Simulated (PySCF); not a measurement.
AgH6N2, SMILES [NH3]->[Ag+]<-[NH3], charge +1, multiplicity 1.

The structure is a stationary point at B3LYP-D3(BJ)/def2-SVP. The spin state was assumed, not searched. The isomer is the one that the SMILES or the coordinates give; other isomers of the formula were not compared. The def2 effective core potentials stand for the cores of Ag; spin–orbit coupling is left out.

Method: PySCF with r2SCAN/def2-TZVPD.

### Question
Estimate the frontier levels, gap, dipole moment and polarisability. (An estimate is asked for; the answer gives what the named calculation found.)

### Answer

highest occupied level: -11.17 eV
lowest empty level: -5.70 eV
orbital gap: 5.47 eV
dipole moment about the centre of nuclear charge: 0.00 D
mean static polarisability: 42.0 bohr³ (6.22 Å³)
polarisability, principal values: 36.3, 36.3, 53.2 bohr³
